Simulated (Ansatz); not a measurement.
```yaml
crystal:
  periodic: [false, false, false]
  atoms:
    - {symbol: C, position_ang: [-0.130990, 0.570129, 0.752907]}
    - {symbol: C, position_ang: [-0.214169, -0.218428, -0.391101]}
    - {symbol: O, position_ang: [0.819334, -0.954320, -1.004851]}
    - {symbol: Br, position_ang: [-1.901328, -0.440600, -1.393178]}
    - {symbol: H, position_ang: [-1.037379, 1.117506, 1.153340]}
    - {symbol: H, position_ang: [0.858846, 0.676071, 1.306155]}
    - {symbol: H, position_ang: [1.669947, -0.821862, -0.471152]}
basis:
  gaussian: {orbitals: STO-3G, final_grid: {core_spheres: 20, valence_spheres: 16, degree: 47}}
hamiltonian: {xc: {name: wB97X}}
```

```sh
$ ansatz run in.yaml --threads 2 --pin off --events-out ev --progress --plain --max-ram 4352MiB
```

It prints (some lines left out):

```
Functional definition: wB97X
429 factors; integrals over basis functions are off by at most 4.0e-5 eV
132 factors; integrals over basis functions are off by at most 1.1e-6 eV
mean field evaluation 1: about -73393.6567 eV, gradient 2.6e1 eV
mean field evaluation 2: about -73394.6484 eV, gradient 2.3e1 eV
mean field evaluation 4: about -73396.0221 eV, gradient 1.3e0 eV
mean field evaluation 8: about -73395.9625 eV, gradient 1.4e-2 eV
mean field -73395.96248937 eV, -2697.2518719142 hartree, gradient 4.0e-5 eV, S^2 0.000000; 0 other end points of the search recorded, 0 dependent functions left out
reference -73395.96247377 eV, -2697.2518713408 hartree; 29, 29 occupied and 7, 7 virtual orbitals, 429 factors
Total energy: -73395.96247377 eV, -2697.2518713408 hartree
```

Run time 0.85 s (2 threads of an Arm Neoverse V2 on a shared host); peak host memory 0.39 GiB.
